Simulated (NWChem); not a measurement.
## H₄GeSi

```xyz
6

Ge    -0.0252     0.6717     0.5612
H     -0.2546     1.5714    -0.7604
Si     0.0697    -1.2823    -0.9493
H      0.9680    -1.0813    -2.1471
H     -1.3420    -1.4532    -1.4746
H      0.4584    -2.5802    -0.2880
```
Charge 0, spin multiplicity 1.

Program: NWChem. Structure: optimised with PBE/def2-SVP, a minimum by its harmonic frequencies.

Symmetry labels belong to the abelian group C1 used in the runs, with the axes of the coordinates shown.

The Hamiltonian is non-relativistic. B3LYP has NWChem's definition, with VWN1-RPA local correlation. The structure started from a generated list of species.

Question: List the lowest 4 singlet excitations that TD-B3LYP/def2-SVPD, VWN1-RPA local correlation gives, with oscillator strengths.

Answer: 
| state | symmetry | energy (eV) | wavelength (nm) | f |
|---|---|---|---|---|
| 1 | a | 1.95 | 636 | 0.003 |
| 2 | a | 3.27 | 379 | 0.003 |
| 3 | a | 5.02 | 247 | 0.004 |
| 4 | a | 5.17 | 240 | 0.004 |
